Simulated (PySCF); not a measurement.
PySCF input:

```python
from pyscf import gto, scf, dft

mol = gto.M(
    atom='''
    N    -0.00000000   -0.00000000   -1.01096879
    P     0.00000000    0.00000000    0.47178544
    ''',
    basis='def2-tzvpd',
    charge=0,
    spin=0,
    verbose=4,
)

mf = dft.RKS(mol, xc='tpssh').density_fit(auxbasis='def2-universal-jkfit')
mf.grids.level = 3
mf.conv_tol = 1e-9
mf.max_cycle = 100
mf.max_memory = 1500
mf.kernel()
if not mf.converged:
    mf = mf.newton()
    mf.kernel(mf.make_rdm1())
mf.analyze()
```

Task: Which total energy does the run end on?

Result: -396.11178 Eh (TPSSh/def2-TZVPD).
